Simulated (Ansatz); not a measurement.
Reaction (SMILES): Br (HBr) → [Br-] + H+
B3LYP-D3(BJ)/def2-TZVP geometries, fixed; electronic energies without zero-point terms.
Largest species:
```xyz
2

Br     0.0000     0.0000    -0.0396
H      0.0000     0.0000     1.3852
```
Charge 0, spin multiplicity 1.

Energies in hartree at PBE0 with Ansatz (a quantum-chemistry and plane-wave program); the deprotonation energy is their sum with the coefficients shown, times 627.509 kcal/mol a hartree; the bare proton counts zero. All functions are spherical. The program fits the integrals of some runs and decomposes those of others, by size. No added dispersion term, no relativity.

| species | coefficient | part | aug-cc-pVDZ | aug-cc-pVTZ | aug-cc-pVQZ |
|---|---|---|---|---|---|
| Br (HBr) | -1 | PBE0 | -2574.43291 | -2574.50570 | -2574.50859 |
| [Br-] | +1 | PBE0 | -2573.91623 | -2573.98557 | -2573.98804 |

Q: Predict the deprotonation energy in aug-cc-pV5Z (X = 5): let each PBE0 step shrink by the ratio of the last two. Compare with the run.

A: 
- Br (HBr): steps -0.07279 and -0.00289, ratio 0.040, so PBE0 -2574.50871 (run: -2574.51169).
- [Br-]: steps -0.06934 and -0.00247, ratio 0.036, so PBE0 -2573.98813 (run: -2573.99098).
Predicted 326.67 kcal/mol; the run in aug-cc-pV5Z gives 326.75, a miss of -0.08. Keeping the value in aug-cc-pVQZ, 326.65, would miss by -0.10. All sums are of the energies as printed.
